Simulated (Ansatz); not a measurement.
`OBCB[SiH3]` + `CB(O)S` → `CB(S)O[SiH3]` + `BCBO`  (cleavage of the Si–B bond)

Isolated molecules relaxed with PBE0-D4/def2-TZVP in Ansatz; ΔE leaves out vibrations. CCSD(T)/CBS is the MP2 limit (def2-TZVPP, def2-QZVPP) plus CCSD(T) − MP2 in def2-TZVPP, frozen cores. DFT in def2-TZVPP. B3LYP here is the variant with VWN-RPA as its local correlation; programs differ in this. One conformer a species, not always the lowest.

`OBCB[SiH3]`:

Cartesian coordinates in Å:
```
O -1.421 1.945 0.315
B -1.656 0.685 -0.121
C -0.581 -0.003 -1.042
B 0.200 -0.965 -0.120
Si 2.059 -0.615 0.579
H -2.124 2.293 0.868
H -2.661 0.115 0.212
H 0.029 0.755 -1.536
H -1.171 -0.587 -1.761
H -0.347 -1.966 0.259
H 2.043 -0.564 2.071
H 2.670 0.650 0.082
H 2.960 -1.741 0.194
```

`CB(O)S`:

Cartesian coordinates in Å:
```
C -0.389 0.049 1.039
B 0.387 -0.077 -0.313
O 1.714 -0.369 -0.290
S -0.418 0.157 -1.939
H -0.798 1.057 1.160
H -1.240 -0.637 1.074
H 0.259 -0.161 1.892
H 2.133 -0.429 -1.153
H -1.649 0.410 -1.471
```

`CB(S)O[SiH3]`:

```xyz
12

C    -1.647   -0.065    1.382
B    -0.466   -0.407    0.413
S    -0.102   -2.164    0.106
O     0.236    0.605   -0.159
Si    1.444    0.899   -1.232
H    -1.277    0.548    2.211
H    -2.390    0.545    0.857
H    -2.150   -0.938    1.799
H     0.941   -2.012   -0.727
H     2.303    1.964   -0.665
H     2.262   -0.321   -1.473
H     0.847    1.346   -2.513
```

`BCBO`:

```xyz
10

B    -1.366    0.519    0.310
C    -0.033   -0.167    0.678
B     0.995    0.147   -0.478
O     1.417   -0.789   -1.359
H    -2.304   -0.116   -0.080
H    -1.466    1.712    0.361
H    -0.119   -1.241    0.865
H     0.400    0.346    1.548
H     1.447    1.245   -0.631
H     1.030   -1.657   -1.213
```

```csv
level,ΔE (kJ/mol),difference from CCSD(T)/CBS
BLYP-D4,-95.4,3.7
B3LYP-D4,-100.5,-1.4
B2PLYP,-102.3,-3.2
PBE,-73.7,25.4
B3LYP,-98.1,1.0
r2SCANh,-92.6,6.5
CCSD(T)/def2-SVP,-79.3,19.8
CCSD(T)/def2-TZVPP,-96.8,2.3
HF/def2-QZVPP,-124.4,-25.3
SCS-MP2/def2-QZVPP,-110.0,-10.9
CCSD(T)/CBS,-99.1,0
```

Largest T1 diagnostic among the species: 0.014.

From r2SCAN to r2SCAN0 (25 % exact exchange), in def2-TZVPP and without D4, ΔE moves by −4.0 kJ/mol. Leaving LDA and LC-ωPBE aside and taking each functional with its dispersion term where it has one, the values, not all of them listed here, spread over 36.2 kJ/mol, from BHLYP-D4 to PBE-D4.

CCSD(T)/CBS has its own doubt, a few kJ/mol and more with outer-core shells, so smaller differences from it don't rank the levels.
